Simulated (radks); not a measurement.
The numbers below are computed, except where a source is named.
Spherical quantum dot in the effective-mass picture: electrons in a hard-walled sphere of radius 10.9, all in effective atomic units (hartree* = m*/eps^2 hartree, bohr* = eps/m* bohr), one dielectric constant everywhere. Level of theory: non-relativistic Kohn-Sham, LDA (Slater exchange, Perdew-Wang correlation), spin-polarised, spherical densities (a radial shooting solver with Libxc functionals). Levels are named by radial order and angular momentum (1s, 1p, 1d, 2s, ...), and open shells are averaged over m.

N = 20, configuration 1s2 1p6 1d10 1f(up 2, down 0). This is the lowest configuration that the search found (a dilute case). Occupied and some empty levels:

level,occupation,eigenvalue (hartree*),<r> (bohr*)
1s up,1,2.1684,8.279
1s down,1,2.1750,8.266
1p up,3,2.1842,8.340
1p down,3,2.1909,8.330
1d up,5,2.2148,8.424
1d down,5,2.2217,8.418
1f up,2,2.2593,8.516
1f down,0,2.2663,8.512
1g up,0,2.3169,8.607
1g down,0,2.3239,8.604
2s up,0,2.4127,5.224
2s down,0,2.4147,5.199
2p up,0,2.4658,5.932
2p down,0,2.4685,5.915
2d up,0,2.5380,6.404
2d down,0,2.5412,6.391

Energy (hartree*): total 22.8160, kinetic 3.7411, external 0, Hartree 22.331, exchange-correlation -3.2565.
